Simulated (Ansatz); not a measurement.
Problem. Name a neutral molecule of B, C, O and H with LUMO energy (B3LYP/def2-TZVPP) between -0.80 and -0.50 eV and ideal-gas entropy at 298 K and 1 bar (rigid rotor, harmonic PBE0-D4/def2-TZVP) between 291 and 307 J/(mol·K) (Ansatz, PBE0-D4/def2-TZVP geometry).

Solution. `BOCO` (-0.72 eV, 294 J/(mol·K)); `OC1BC=C1` (-0.73 eV, 294 J/(mol·K)); `C=C1CBO1` (-0.77 eV, 291 J/(mol·K)). Other molecules can fit too; these were computed, each in one conformer that needn't be the lowest.

B3LYP here is the variant with VWN-RPA as its local correlation; programs differ in this.
